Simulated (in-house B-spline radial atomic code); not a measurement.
How numerical settings move a run on the gadolinium ion Gd²⁺, [Xe] 4f7 5d1. Computed with a B-spline radial code for spherical atoms: Dirac-Hartree-Fock, average of configuration, Fermi nucleus of rms radius 5.1569 fm.

Command:
```bash
python run_scf.py task.json out
```
Settings of the sound reference run:
```
Z                64
electrons        62
configuration    [Xe] 4f7 5d1
hamiltonian      dirac
method           hf
spin_polarised   False
nucleus          fermi
rms_radius       5.1569
mass_number      158
atomic_mass      157.9241
speed_of_light   137.036
knot_spacing     0.22
spline_order     8
gauss_points     12
box_radius       22.22
max_iterations   70
damping          0.5
damped_steps     3
diis_vectors     10
tolerance        1e-08
start            Thomas-Fermi
```

Run time, properties included: 2.5 s on 1 thread of Intel(R) Xeon(R) Platinum 8259CL CPU @ 2.50GHz (shared host).

It converges in 11 iterations to -11273.606500 hartree, with 5d5/2 at -19.0688 eV. The other runs change the listed settings, some to values that make no sense; their results aren't properties of the atom or ion. Radii are in bohr (the nuclear one in fm), a minus after a letter asks for a j subshell, and «unchanged» means within 1e-8 hartree. The run stops when the residual is below 10 × tolerance × max(1, Z/10), or a noise floor if that is larger, and the energy moves by less than 1e-8 × √|E| hartree; so very loose and very tight tolerances often act alike.

```tsv
changed settings	outcome
max_iterations = 2	not converged after 2 iterations, last residual 9.5e-01, last energy +2.20e+01 hartree from the reference
max_iterations = 12	converged in 11 iterations, energy unchanged
tolerance = 1e-13	converged in 12 iterations, energy unchanged, 5d5/2 level +1.4e-06 eV
method = scan,scan	stopped with error: meta-GGAs are not served with the Dirac Hamiltonian
max_iterations = 8	not converged after 8 iterations, last residual 1.1e-03, last energy +3.80e-05 hartree from the reference
first_knot = 0.0156, max_iterations = 8	not converged after 8 iterations, last residual 1.2e-03, last energy +3.73e+00 hartree from the reference
knot_spacing = 0.4, gauss_points = 4, max_iterations = 75, damped_steps = 30, start = bare nucleus	converged in 28 iterations, energy +6.84e-03 hartree from the reference, 5d5/2 level -4.5e-04 eV
spline_order = 5, box_radius = 1.33, max_iterations = 100, diis_vectors = 0, tolerance = 1e-05	converged in 9 iterations, energy +7.45e+01 hartree from the reference, 5d5/2 level +3.1e+02 eV (the program warns: 5d5/2 has a positive eigenvalue: unbound, held by the box; 5s1/2 has a positive eigenvalue: unbound, held by the box)
electrons = 63, configuration = [Xe] 4f7 5d1 6s-1, max_iterations = 100	stopped with error: j subshells need the Dirac Hamiltonian and l > 0
max_iterations = 3	not converged after 3 iterations, last residual 2.5e-01, last energy +1.45e+00 hartree from the reference
```

Question: What happens with max_iterations = 5?

Answer: Not converged after 5 iterations, last residual 1.2e-02, last energy +1.01e-02 hartree from the reference.

Question: What happens with spline_order = 4, first_knot = 0.00156, max_iterations = 75, start = bare nucleus?

Answer: Converged in 12 iterations, energy -2.44e-01 hartree from the reference, 5d5/2 level -1.5e-04 eV.

Question: What happens with start = bare nucleus?

Answer: Converged in 12 iterations, energy unchanged, 5d5/2 level +2.1e-06 eV.

Question: What happens with box_radius = 3.33, max_iterations = 100, damping = 0.95, damped_steps = 0?

Answer: Converged in 9 iterations, energy +3.95e-01 hartree from the reference, 5d5/2 level +6.5e+00 eV (the program warns: 5d5/2 reaches the box edge; 4d3/2 reaches the box edge).
